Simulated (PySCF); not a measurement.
**Fractional electron number in Rh²⁺ (rhodium, charge +2)**

The 4d beta orbital of [Kr] 4d7 is emptied in steps (occupation f), with all orbitals relaxed, ending at [Kr] 4d6. Calculation: PySCF 2.14, in def2-TZVP with the def2 core potential (28 electrons) (6s4p3d1f, 40 functions); a scalar-relativistic core potential. The exact energy is a straight line in f; departures are measured from the line between the end points of the same method.

Question: Among UHF, LDA, PBE, which shows the largest delocalisation error (convex curve), and which is closest to linear?

Answer: Most convex: LDA (-1.650 eV at f = 0.5); closest to linear: UHF (0.357 eV).

```csv
f,UHF (eV),LDA (eV),PBE (eV)
1,0.000,0.000,0.000
0.9,0.136,-0.588,-0.577
0.7,0.308,-1.380,-1.351
0.5,0.357,-1.650,-1.612
0.3,0.293,-1.391,-1.357
0.1,0.122,-0.598,-0.582
0,0.000,0.000,0.000
```

```
method  E(f=0) − E(f=1) (eV)  −ε at f=1 (eV)  −ε at f=0.5 (eV)
   UHF                29.412          30.941            29.366
   LDA                31.377          24.858            31.343
   PBE                31.217          24.822            31.197
```

Reference removal energy between the ground levels: 31.06 eV (semi-empirical (NIST evaluation); NIST Atomic Spectra Database, ionization energies). The calculation has no spin-orbit coupling. The determinant left behind need not be the lowest term of the ion. UHF lacks correlation.
